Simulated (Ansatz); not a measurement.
`C[N]=[Mo]([O]C)([O]C)([O]C)[O]C`, relaxed with RKS PBE-D4/def2-SVP in Ansatz 0.2.0 from a rough embedded geometry. The force threshold is 0.03 eV/Å; the program also tests the step.

Charge 0, multiplicity 1. Mo takes the def2 core potential.

Start:

```xyz
26

C     0.013   -1.452    2.237
N     1.011   -1.267    1.220
Mo    0.072   -0.225   -0.331
O    -0.354    1.382    0.911
C    -0.419    2.771    0.595
O    -2.172   -0.595   -1.096
C    -2.286    0.768   -1.176
O     2.035    0.252    0.219
C     2.552    1.106   -0.786
O    -0.761   -2.105   -0.757
C     0.193   -3.104   -0.793
H    -0.115   -0.473    2.777
H    -1.010   -1.557    1.707
H     0.279   -2.169    2.934
H     0.432    3.318    1.108
H    -1.371    3.212    0.895
H    -0.347    2.947   -0.528
H    -2.275    1.181   -0.133
H    -3.188    1.101   -1.700
H    -1.414    1.196   -1.735
H     3.569    0.914   -0.880
H     2.027    0.811   -1.715
H     2.279    2.139   -0.578
H     1.138   -2.629   -0.962
H     0.159   -3.687    0.186
H    -0.047   -3.836   -1.620
```

```json
{"step": "1", "energy (eV)": "-16930.0568", "largest force (eV/Å)": "4.920", "largest move (Å)": "0.000"}
{"step": "2", "energy (eV)": "-16932.9288", "largest force (eV/Å)": "3.914", "largest move (Å)": "0.199"}
{"step": "3", "energy (eV)": "-16934.5646", "largest force (eV/Å)": "5.643", "largest move (Å)": "0.195"}
{"step": "4", "energy (eV)": "-16936.5005", "largest force (eV/Å)": "1.240", "largest move (Å)": "0.191"}
{"step": "5", "energy (eV)": "-16937.5491", "largest force (eV/Å)": "0.870", "largest move (Å)": "0.195"}
{"step": "6", "energy (eV)": "-16938.2087", "largest force (eV/Å)": "0.795", "largest move (Å)": "0.195"}
{"step": "7", "energy (eV)": "-16938.6037", "largest force (eV/Å)": "0.508", "largest move (Å)": "0.200"}
{"step": "8", "energy (eV)": "-16938.8049", "largest force (eV/Å)": "0.318", "largest move (Å)": "0.194"}
{"step": "9", "energy (eV)": "-16938.9058", "largest force (eV/Å)": "0.295", "largest move (Å)": "0.200"}
{"step": "10", "energy (eV)": "-16938.9572", "largest force (eV/Å)": "0.567", "largest move (Å)": "0.170"}
{"step": "11", "energy (eV)": "-16938.9901", "largest force (eV/Å)": "0.402", "largest move (Å)": "0.195"}
{"step": "13", "energy (eV)": "-16939.0418", "largest force (eV/Å)": "0.206", "largest move (Å)": "0.154"}
{"step": "15", "energy (eV)": "-16939.0541", "largest force (eV/Å)": "0.062", "largest move (Å)": "0.096"}
{"step": "17", "energy (eV)": "-16939.0697", "largest force (eV/Å)": "0.181", "largest move (Å)": "0.146"}
{"step": "19", "energy (eV)": "-16939.0952", "largest force (eV/Å)": "0.557", "largest move (Å)": "0.195"}
{"step": "21", "energy (eV)": "-16939.1790", "largest force (eV/Å)": "0.908", "largest move (Å)": "0.193"}
{"step": "23", "energy (eV)": "-16939.2918", "largest force (eV/Å)": "0.395", "largest move (Å)": "0.200"}
{"step": "25", "energy (eV)": "-16939.3385", "largest force (eV/Å)": "0.171", "largest move (Å)": "0.200"}
{"step": "27", "energy (eV)": "-16939.3546", "largest force (eV/Å)": "0.067", "largest move (Å)": "0.075"}
{"step": "29", "energy (eV)": "-16939.3585", "largest force (eV/Å)": "0.057", "largest move (Å)": "0.064"}
{"step": "31", "energy (eV)": "-16939.3605", "largest force (eV/Å)": "0.041", "largest move (Å)": "0.054"}
{"step": "33", "energy (eV)": "-16939.3613", "largest force (eV/Å)": "0.053", "largest move (Å)": "0.064"}
{"step": "35", "energy (eV)": "-16939.3621", "largest force (eV/Å)": "0.046", "largest move (Å)": "0.058"}
{"step": "37", "energy (eV)": "-16939.3627", "largest force (eV/Å)": "0.030", "largest move (Å)": "0.059"}
{"step": "39", "energy (eV)": "-16939.3629", "largest force (eV/Å)": "0.027", "largest move (Å)": "0.018"}
{"step": "41", "energy (eV)": "-16939.3631", "largest force (eV/Å)": "0.057", "largest move (Å)": "0.066"}
{"step": "42", "energy (eV)": "-16939.3633", "largest force (eV/Å)": "0.025", "largest move (Å)": "0.010"}
```

End:

```xyz
26

C    -0.749   -1.104    2.797
N    -0.398   -0.691    1.488
Mo   -0.238   -0.237   -0.168
O    -0.343    1.709   -0.170
C     0.356    2.612    0.642
O    -1.964   -0.115   -0.936
C    -3.007    0.811   -0.998
O     1.700    0.047   -0.156
C     2.362    0.560   -1.283
O     0.125   -1.811   -1.195
C     1.105   -2.804   -1.093
H    -1.313   -0.308    3.334
H    -1.390   -2.016    2.770
H     0.161   -1.345    3.393
H     1.426    2.316    0.748
H    -0.082    2.656    1.667
H     0.313    3.634    0.202
H    -3.797    0.569   -0.251
H    -3.468    0.807   -2.010
H    -2.609    1.831   -0.784
H     3.443    0.690   -1.057
H     2.272   -0.120   -2.164
H     1.951    1.554   -1.585
H     2.080   -2.360   -0.782
H     0.823   -3.572   -0.336
H     1.240   -3.314   -2.073
```

Hardware: 11 threads of an AMD EPYC 7R13 on a shared host and a whole NVIDIA H100 80 GB. Wall time 47 s, peak host memory 0.92 GiB.
